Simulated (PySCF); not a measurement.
## Correlation energy of C³⁺ (carbon, charge +3)

[He] 2s1, 2S determinant. Computed with PySCF 2.14 in dyall-acv3z (15s9p4d2f, 76 functions), with the spin-free X2C one-electron Hamiltonian (Gaussian nucleus). Frozen: nothing; 3 electrons correlated; the 5 highest virtual orbitals of each spin left out.

| level | correlation energy (mhartree) |
| --- | --- |
| CCSD | -46.24 |
| (T) | -0.02 |
| CCSD(T) | -46.26 |

Diagnostics: T1 = 0.00068, D1 = 0.0016, largest double amplitude 0.005.

Cost of the coupled-cluster step: about 10 core-seconds, for 3 correlated electrons.
